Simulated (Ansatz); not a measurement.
Input file for `C[NH2+][BH-](C)C`:

```yaml
crystal:
  periodic: [false, false, false]
  atoms:
    - {symbol: C, position_ang: [-1.932169, -0.228957, -0.777445]}
    - {symbol: N, position_ang: [-0.624819, -0.784811, -0.408357]}
    - {symbol: B, position_ang: [0.295349, 0.144657, 0.600091]}
    - {symbol: C, position_ang: [0.639642, 1.515755, -0.173482]}
    - {symbol: C, position_ang: [1.585689, -0.760897, 0.943393]}
    - {symbol: H, position_ang: [-1.776720, 0.699205, -1.323165]}
    - {symbol: H, position_ang: [-2.476556, -0.003634, 0.138247]}
    - {symbol: H, position_ang: [-2.507296, -0.923562, -1.392595]}
    - {symbol: H, position_ang: [-0.075711, -0.970488, -1.244711]}
    - {symbol: H, position_ang: [-0.747314, -1.679767, 0.056681]}
    - {symbol: H, position_ang: [-0.443002, 0.304176, 1.563887]}
    - {symbol: H, position_ang: [1.175834, 1.350417, -1.119921]}
    - {symbol: H, position_ang: [-0.224923, 2.151596, -0.395846]}
    - {symbol: H, position_ang: [1.306766, 2.123664, 0.445915]}
    - {symbol: H, position_ang: [2.230016, -0.241259, 1.659094]}
    - {symbol: H, position_ang: [1.342300, -1.728137, 1.403509]}
    - {symbol: H, position_ang: [2.213713, -0.968558, 0.064807]}
basis:
  gaussian: {orbitals: def2-TZVPP}
correlation: {method: ccsd_t}
output: {orbitals: {seedname: orbitals}}
```

```sh
$ ansatz run in.yaml --threads 4 --pin off --events-out ev --progress --plain --max-ram 11315MiB
```

The program prints (abridged):

```
Functional definition: HF
1845 factors; integrals over basis functions are off by at most 9.9e-4 eV
mean field evaluation 1: about -5431.4328 eV, gradient 4.5e1 eV
mean field evaluation 2: about -5431.6150 eV, gradient 4.5e1 eV
mean field evaluation 4: about -5437.0648 eV, gradient 4.3e0 eV
mean field evaluation 8: about -5437.1354 eV, gradient 2.8e-1 eV
mean field -5437.13572923 eV, -199.8110526262 hartree, gradient 2.1e-6 eV, S^2 0.000000; 0 other end points of the search recorded, 0 dependent functions left out
5 core orbitals not correlated: weight in the atoms' cores, before any rotation towards them, 1.000 or more for the frozen orbitals, at most 0.000 for the correlated occupied ones
reference -5437.13572923 eV, -199.8110526262 hartree; 16, 16 occupied and 302, 302 virtual orbitals, 1845 factors
second order -24.27825398 eV of doubles, -0.00000000 eV of singles
cycle   1  -25.27947356 eV  change    -1.0e0 eV  update   9.0e-2
cycle   2  -25.86388778 eV  change   -5.8e-1 eV  update   2.5e-2
cycle   3  -25.93978092 eV  change   -7.6e-2 eV  update   9.3e-3
cycle   4  -25.93681090 eV  change    3.0e-3 eV  update   2.1e-3
cycle   5  -25.93709962 eV  change   -2.9e-4 eV  update   7.6e-4
cycle   6  -25.93720160 eV  change   -1.0e-4 eV  update   2.0e-4
cycle   7  -25.93713753 eV  change    6.4e-5 eV  update   7.0e-5
cycle   8  -25.93713615 eV  change    1.4e-6 eV  update   2.4e-5
perturbative correction -0.96116226 eV, -0.0353220617 hartree
Total energy: -5464.03402764 eV, -200.7995468605 hartree
```

It took 32 min on 4 threads of an Arm Neoverse N1 on a shared host, with 5 GiB of host memory at the peak.

Correlation energy per correlated electron: -0.841 eV. T1 diagnostic: 0.0088.
